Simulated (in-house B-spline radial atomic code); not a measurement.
RPA and G0W0 for Sr5+, [Ar] 3d10 4s2 4p3, highest spin, as one setting changes: the share of exact exchange in the PBE hybrid start. A dash marks a level of low quasi-particle weight. Computed with an all-electron radial atomic-structure program (B-spline basis): all electrons, scalar-relativistic (spin-free one-electron X2C), finite nucleus, each spin shell either full or empty, empty states to l = 9 with an (l + 1/2)⁻⁴ tail; G0W0 by contour deformation at full frequency.

```json
{"share of exact exchange in the PBE hybrid start": "0", "mean-field level (eV)": "-81.47", "G0W0 level (eV)": "4p up -89.56", "RPA correlation (Eh)": "-2.4953"}
{"share of exact exchange in the PBE hybrid start": "0.1", "mean-field level (eV)": "-82.34", "G0W0 level (eV)": "4p up -89.60", "RPA correlation (Eh)": "-2.4731"}
{"share of exact exchange in the PBE hybrid start": "0.2", "mean-field level (eV)": "-83.22", "G0W0 level (eV)": "4p up -89.63", "RPA correlation (Eh)": "-2.4516"}
{"share of exact exchange in the PBE hybrid start": "0.3", "mean-field level (eV)": "-84.10", "G0W0 level (eV)": "4p up -89.66", "RPA correlation (Eh)": "-2.4309"}
{"share of exact exchange in the PBE hybrid start": "0.4", "mean-field level (eV)": "?", "G0W0 level (eV)": "?", "RPA correlation (Eh)": "?"}
{"share of exact exchange in the PBE hybrid start": "0.5", "mean-field level (eV)": "?", "G0W0 level (eV)": "?", "RPA correlation (Eh)": "?"}
{"share of exact exchange in the PBE hybrid start": "0.6", "mean-field level (eV)": "-86.72", "G0W0 level (eV)": "4p up -89.73", "RPA correlation (Eh)": "-2.372"}
{"share of exact exchange in the PBE hybrid start": "0.7", "mean-field level (eV)": "-87.60", "G0W0 level (eV)": "4p up -89.74", "RPA correlation (Eh)": "-2.3535"}
{"share of exact exchange in the PBE hybrid start": "0.8", "mean-field level (eV)": "-88.47", "G0W0 level (eV)": "4p up -89.76", "RPA correlation (Eh)": "-2.3354"}
{"share of exact exchange in the PBE hybrid start": "0.9", "mean-field level (eV)": "-89.34", "G0W0 level (eV)": "4p up -89.77", "RPA correlation (Eh)": "-2.3177"}
{"share of exact exchange in the PBE hybrid start": "1", "mean-field level (eV)": "-90.22", "G0W0 level (eV)": "4p up -89.79", "RPA correlation (Eh)": "-2.3005"}
```

Question: What belongs in the row for 0.5?

Answer: mean-field level (eV): -85.85; G0W0 level (eV): 4p up -89.71; RPA correlation (Eh): -2.3911.

Question: What belongs in the row for 0.4?

Answer: mean-field level (eV): -84.97; G0W0 level (eV): 4p up -89.69; RPA correlation (Eh): -2.4107.

Question: At what share of exact exchange does G0W0 leave the highest level unchanged?

Answer: Near 0.95, where the shift changes sign (-0.429 eV at 0.9, +0.433 eV at 1).
